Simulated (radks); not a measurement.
Problem. All-electron atom: Sm3+ in [Xe] 4f3 6s2 (not the ground configuration). Method: Dirac Kohn-Sham, PBE, spin-unpolarised, spherical densities, point nucleus; open shells fill j = l - 1/2 first; computed with a radial shooting solver on a logarithmic mesh with Libxc functionals. Some entries of the table are withheld. Estimate them.

orbital  occ.  eigenvalue (hartree)  <1/r> (bohr^-1)  <r> (bohr)
1s1/2       2             -1715.735            68.84     0.02274
2s1/2       2             -281.9675              (1)     0.09650
2p1/2       2             -267.3341            16.33     0.08074
2p3/2       4             -245.1866            14.56     0.08737
3s1/2       2             -63.49867            5.944      0.2546
3p1/2       2             -57.20871              (2)      0.2443
3p3/2       4             -52.72619              (3)      0.2570
3d3/2       4                   (4)              (5)      0.2287
3d5/2       6                   (6)              (7)      0.2327
4s1/2       2             -14.26829            2.493         (8)
4p1/2       2             -11.84779            2.390         (9)
4p3/2       4             -10.84380            2.242        (10)
4d3/2       4              -6.85136            2.034      0.6527
4d5/2       6              -6.66857            1.997      0.6622
5s1/2       2              -3.11872            1.018       1.317
5p1/2       2              -2.39433           0.9230       1.438
5p3/2       4              -2.22282           0.8725       1.507
4f5/2       3              -1.98328            1.561      0.8037
4f7/2       0              -1.95720            1.548      0.8102
6s1/2       2              -0.97239           0.4378       2.946

Solution. 
(1) 2s1/2 <1/r> (bohr^-1): 16.35
(2) 3p1/2 <1/r> (bohr^-1): 5.857
(3) 3p3/2 <1/r> (bohr^-1): 5.411
(4) 3d3/2 eigenvalue (hartree): -41.82480
(5) 3d3/2 <1/r> (bohr^-1): 5.283
(6) 3d5/2 eigenvalue (hartree): -40.85236
(7) 3d5/2 <1/r> (bohr^-1): 5.171
(8) 4s1/2 <r> (bohr): 0.5756
(9) 4p1/2 <r> (bohr): 0.5886
(10) 4p3/2 <r> (bohr): 0.6164
